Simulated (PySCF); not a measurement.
C₅H₄N, charge -1, singlet, at a GFN2-xTB geometry (in this run its highest filled SCF level lies above zero, so its values depend strongly on the basis, on diffuse functions most of all). Base run: PBE/pcseg-1 run with PySCF.

The PySCF input:
```python
from pyscf import gto, scf, dft

mol = gto.M(
    atom='''
N    -0.01597523   -0.02962172    1.38373483
C     0.01557545   -0.06582818   -1.36989980
C    -0.00521036    1.10543325    0.69612625
C    -0.01054599   -1.15662589    0.66382466
C     0.00511221   -1.33380566   -0.73772362
C     0.01077742    1.14303371   -0.68694833
H     0.02830252   -0.02508551   -2.46852276
H    -0.00972220    2.02524692    1.29071120
H    -0.02017221   -2.05150868    1.30507188
H     0.01916619    2.10545597   -1.20567905
''',
    basis='pcseg-1',
    charge=-1,
    verbose=4,
)

mf = dft.RKS(mol)
mf.xc = 'pbe'
mf.kernel()
```

Variants of this job, named by their change:

```tsv
change	ΔE vs base (mEh)	fitting functions
base	0.000	-
auxbasis = even-tempered beta=1.6	-0.006	1224
auxbasis = cc-pvtz-jkfit	-0.100	594
auxbasis = def2-tzvp-ri	-0.270	516
auxbasis = def2-universal-jkfit	-0.099	524
auxbasis = even-tempered beta=2.0	-0.040	822
auxbasis = cc-pvtz-ri	-0.566	606
auxbasis = cc-pvqz-jkfit	-0.065	840
auxbasis = autoaux	-0.056	770
auxbasis = def2-svp-ri	-10.223	344
```

A fitting set is made for a task (jfit for Coulomb, jkfit for Coulomb and exchange, ri for correlation) and for a family of orbital bases.
